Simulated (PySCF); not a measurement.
TiF₄, SMILES [F][Ti]([F])([F])[F], multiplicity 1.

Geometry optimised at B3LYP-D3(BJ)/def2-SVP. The multiplicity is an assumed one; other spin states were not compared. The isomer is the one that the SMILES or the coordinates give; other isomers of the formula were not compared.

Method: TDDFT-B3LYP/def2-SVPD (PySCF 2.14.0).

Vertical excitations; the highest root listed may be one member of a degenerate set. Isolated molecule, no solvent. State labels are in the subgroup D2.

Computed lowest excited states:
| state | symmetry | energy (eV) | λ (nm) | f | main pairs |
|---|---|---|---|---|---|
| S1 | B2 | 7.09 | 175 | 0.000 | HOMO−1→LUMO (degenerate set) |
| S2 | B1 | 7.09 | 175 | 0.000 | HOMO−2→LUMO+1, HOMO−2→LUMO (degenerate set) |
| S3 | B3 | 7.09 | 175 | 0.000 | HOMO→LUMO+1, HOMO→LUMO (degenerate set) |
| S4 | B1 | 7.31 | 170 | 0.008 | HOMO−2→LUMO, HOMO−2→LUMO+1, HOMO−5→LUMO+1 (degenerate set) |
| S5 | B3 | 7.31 | 170 | 0.008 | HOMO→LUMO, HOMO→LUMO+1, HOMO−3→LUMO+1 (degenerate set) |
| S6 | B2 | 7.31 | 170 | 0.008 | HOMO−1→LUMO+1, HOMO−4→LUMO (degenerate set) |
| S7 | B2 | 7.50 | 165 | 0.000 | HOMO−4→LUMO+1 (degenerate set) |
| S8 | B3 | 7.50 | 165 | 0.000 | HOMO−3→LUMO, HOMO−3→LUMO+1 (degenerate set) |
| S9 | B1 | 7.50 | 165 | 0.000 | HOMO−5→LUMO, HOMO−5→LUMO+1 (degenerate set) |
| S10 | B2 | 7.78 | 159 | 0.011 | HOMO−4→LUMO 68 %, HOMO−1→LUMO+1 17 % |
| T1 | B1 | 6.83 | 182 | 0 | HOMO−2→LUMO, HOMO−2→LUMO+1 (degenerate set) |
| T2 | B3 | 6.83 | 182 | 0 | HOMO→LUMO, HOMO→LUMO+1 (degenerate set) |
| T3 | B2 | 6.83 | 182 | 0 | HOMO−1→LUMO+1 (degenerate set) |
| T4 | B3 | 6.97 | 178 | 0 | HOMO→LUMO+1 72 %, HOMO→LUMO 24 % |
Triplets are in the Tamm–Dancoff approximation, which puts them higher than full response would, so one can lie above its singlet here.
